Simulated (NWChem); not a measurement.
CH$_{6}$AlN; SMILES C[NH][AlH2]

```xyz
9

Al     0.0988    -1.2331     0.0000
H     -0.9964    -2.3822     0.0020
H      1.6693    -1.4681    -0.0016
N     -0.4904     0.4441    -0.0003
C      0.2555     1.6805     0.0002
H     -1.4938     0.6068    -0.0013
H      0.0471     2.3056     0.8885
H      0.0516     2.3038    -0.8905
H      1.3370     1.4719     0.0031
```
Atoms are numbered in this order, from 1.

Geometry: optimised at PBE0/def2-SVP.

Question: List the 4 lowest vertical singlet excitations from B3LYP/def2-SVPD, TDA (NWChem).

Answer: 
| state | energy (eV) | oscillator strength | leading excitation (squared amplitude) |
|---|---|---|---|
| S1 | 5.41 | 0.154 | HOMO → LUMO (0.96) |
| S2 | 5.74 | 0.022 | HOMO → LUMO+1 (0.98) |
| S3 | 6.09 | 0.000 | HOMO−1 → LUMO (1.00) |
| S4 | 6.59 | 0.023 | HOMO → LUMO+2 (0.88) |
